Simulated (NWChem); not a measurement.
Everything below was run with NWChem. System: CH₄BCl, charge 0, spin multiplicity 1, at a geometry optimised with PBE/def2-SVP. The structure started from a generated list of species. Level: constrained PBE0/def2-SVP.

Part of the output:

```
             Northwest Computational Chemistry Package (NWChem) 7.3.0
             --------------------------------------------------------

                                NWChem Input Module
                                -------------------

 Scaling coordinates for geometry "geometry" by  1.889725989
 (inverse scale =  0.529177249)

                             Geometry "geometry" -> ""
                             -------------------------

 Output coordinates in angstroms (scale by  1.889725989 to convert to a.u.)

  No.       Tag          Charge          X              Y              Z
 ---- ---------------- ---------- -------------- -------------- --------------
    1 B                    5.0000    -0.68623200    -0.31381600    -0.08303800
    2 H                    1.0000    -1.39256200    -1.24854100     0.24250600
    3 Cl                  17.0000     0.93516900    -0.30676100     0.61226600
    4 C                    6.0000    -1.17387400     0.80521900    -1.05227700
    5 H                    1.0000    -2.10916100     1.25496400    -0.64976300
    6 H                    1.0000    -1.48035100     0.33769500    -2.01533200
    7 H                    1.0000    -0.44139800     1.60858300    -1.25707700

 Effective nuclear repulsion energy (a.u.)      82.7867073415

            Nuclear Dipole moment (a.u.)
            ----------------------------
        X                 Y               Z
 ---------------- ---------------- ----------------
    -0.0000056692    -0.0000037795     0.0000075589


 Summary of "ao basis" -> "" (spherical)
 ------------------------------------------------------------------------------
       Tag                 Description            Shells   Functions and Types
 ---------------- ------------------------------  ------  ---------------------
 *                          def2-svp                  on all atoms

                                 NWChem DFT Module
                                 -----------------

 Summary of "ao basis" -> "ao basis" (spherical)
 ------------------------------------------------------------------------------
       Tag                 Description            Shells   Functions and Types
 ---------------- ------------------------------  ------  ---------------------
 B                          def2-svp                 6       14   3s2p1d
 H                          def2-svp                 3        5   2s1p
 Cl                         def2-svp                 8       18   4s3p1d
[...]
    42      0.146907  4 C  py                 6     -0.140938  1 B  pz

 Vector   17  Occ=0.000000D+00  E=-1.326517D-01
              MO Center= -4.6D-01, -2.3D-01, -3.9D-02, r^2= 2.7D+00
   Bfn.  Coefficient  Atom+Function         Bfn.  Coefficient  Atom+Function
  ----- ------------  ---------------      ----- ------------  ---------------
     6      0.462982  1 B  pz                 9     -0.426119  1 B  pz
    32      0.329300  3 Cl pz                 5      0.312090  1 B  py
     8     -0.289495  1 B  py                31      0.222523  3 Cl py
     4     -0.199562  1 B  px                29      0.185783  3 Cl pz
    58     -0.185348  6 H  s                  7      0.184063  1 B  px

 Vector   18  Occ=0.000000D+00  E= 4.336087D-02
              MO Center= -5.9D-01,  2.0D-02, -2.8D-01, r^2= 4.7D+00
   Bfn.  Coefficient  Atom+Function         Bfn.  Coefficient  Atom+Function
  ----- ------------  ---------------      ----- ------------  ---------------
     3      2.482017  1 B  s                 40     -1.796688  4 C  s
    23     -0.941680  3 Cl s                 16     -0.639352  2 H  s
    30      0.574212  3 Cl px                58      0.575333  6 H  s
    53      0.566815  5 H  s                  7      0.394832  1 B  px
    45      0.330586  4 C  py                32      0.295529  3 Cl pz

 Vector   19  Occ=0.000000D+00  E= 8.072522D-02
              MO Center= -6.1D-01,  6.2D-01, -6.8D-01, r^2= 5.0D+00
   Bfn.  Coefficient  Atom+Function         Bfn.  Coefficient  Atom+Function
  ----- ------------  ---------------      ----- ------------  ---------------
    40      2.240813  4 C  s                 63     -1.237024  7 H  s
    58     -0.541776  6 H  s                 53     -0.526665  5 H  s
     2      0.472440  1 B  s                  3     -0.466867  1 B  s
     7      0.466395  1 B  px                 9      0.426086  1 B  pz
    30      0.426508  3 Cl px                23     -0.350553  3 Cl s

     ---------------------------------------------
      Total Density - Mulliken Population Analysis
     ---------------------------------------------

    Atom       Charge   Shell Charges
 -----------   ------   -------------------------------------------------------
    1 B    5     5.92   1.99  1.06  0.30  1.92  0.56  0.09
    2 H    1     0.74   0.62  0.11  0.01
    3 Cl  17    16.74   2.00  1.99  1.27  0.63  5.93  2.06  2.84  0.02
    4 C    6     5.90   1.99  0.86  0.16  2.03  0.84  0.02
    5 H    1     0.89   0.70  0.16  0.03
    6 H    1     0.89   0.70  0.16  0.03
    7 H    1     0.92   0.72  0.17  0.02

     -------------------------------------------
      Total Density - Lowdin Population Analysis
     -------------------------------------------

    Atom       Charge   Shell Charges
 -----------   ------   -------------------------------------------------------
    1 B    5     5.69   1.97  0.68  0.31  1.71  0.84  0.19
    2 H    1     0.93   0.57  0.32  0.04
    3 Cl  17    16.56   2.00  1.95  1.02  0.73  5.81  2.15  2.87  0.03
    4 C    6     6.05   1.96  0.56  0.32  1.82  1.34  0.06
    5 H    1     0.91   0.60  0.25  0.07
    6 H    1     0.91   0.60  0.25  0.07
    7 H    1     0.95   0.62  0.26  0.06

 center of mass
 --------------
 x =   0.17048960 y =  -0.07775244 z =   0.12678320

 moments of inertia (a.u.)
 ------------------
         179.607230757106          74.664004572680        -141.785101628063
          74.664004572680         332.121867130149          71.879498966222
        -141.785101628063          71.879498966222         280.583258833435

     Multipole analysis of the density
     ---------------------------------

     L   x y z        total         alpha         beta         nuclear
     -   - - -        -----         -----         ----         -------
     0   0 0 0     -0.000000    -16.000000    -16.000000     32.000000

     1   1 0 0     -0.061619     -0.030806     -0.030806     -0.000006
     1   0 1 0      0.301601      0.150802      0.150802     -0.000004
     1   0 0 1     -0.240413     -0.120210     -0.120210      0.000008

     2   2 0 0    -16.408333    -69.383125    -69.383125    122.357916
     2   1 1 0     -0.748379     20.319470     20.319470    -41.387318
     2   1 0 1      1.602061    -38.482655    -38.482655     78.567370
     2   0 2 0    -18.272129    -30.237080    -30.237080     42.202031
     2   0 1 1     -0.756751     20.989809     20.989809    -42.736369
     2   0 0 2    -17.673043    -43.071938    -43.071938     68.470833

 Task  times  cpu:        5.3s     wall:        5.3s

 Total times  cpu:        5.4s     wall:        5.4s
```

Task: Write an NWChem input that would produce this output.

Result: This is not unique; one that fits is 
```
start mol
memory heap 200 mb stack 800 mb global 1000 mb
geometry units angstroms nocenter noautoz noautosym
  B     -0.686232    -0.313816    -0.083038
  H     -1.392562    -1.248541     0.242506
  Cl     0.935169    -0.306761     0.612266
  C     -1.173874     0.805219    -1.052277
  H     -2.109161     1.254964    -0.649763
  H     -1.480351     0.337695    -2.015332
  H     -0.441398     1.608583    -1.257077
end
basis spherical
  * library def2-svp
end
dft
  xc pbe0
  semidirect memsize 60000000 filesize 0
  iterations 100
  convergence nolevelshifting
  cdft 1 1 charge 0.0 pop becke
end
task dft energy
```
